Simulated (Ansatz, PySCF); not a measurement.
CH6ClFSi3, SMILES [SiH2]1C[Si@@](F)([SiH2]1)Cl.

The structure is a stationary point at PBE-D3(BJ)/def2-SVP. The structure was generated by enumeration; whether it is a known compound was not checked.

Vertical ionisation energy (IE) and electron affinity (EA) in eV. Rows of orbital energies are one-electron estimates. Where ΔSCF, EOM or ADC give a negative EA the extra electron is unbound and the value depends on the basis.

```
level                                                                       IE     EA
------------------------------------------------------------------------  ----  -----
−ε(HOMO), −ε(LUMO), ωB97X/def2-TZVP (PySCF)                               9.78  -0.85
−ε(HOMO), −ε(LUMO), PBE/def2-TZVP (PySCF)                                 6.55   2.07
ΔSCF, CAM-B3LYP/def2-SVPD (Ansatz), final states of multiplicity 2 and 2  9.57  -0.48
ΔSCF, PBE/def2-SVPD (Ansatz), final states of multiplicity 2 and 2        9.19  -0.19
```

### Question
What vertical singlet–triplet gap does ΔSCF give with CAM-B3LYP/def2-SVPD (Ansatz, an electronic-structure program) and with PBE/def2-SVPD (Ansatz)? (An estimate is asked for; the answer gives what the named calculation found.)

### Answer
4.85 and 4.32 eV (triplet above singlet where positive).
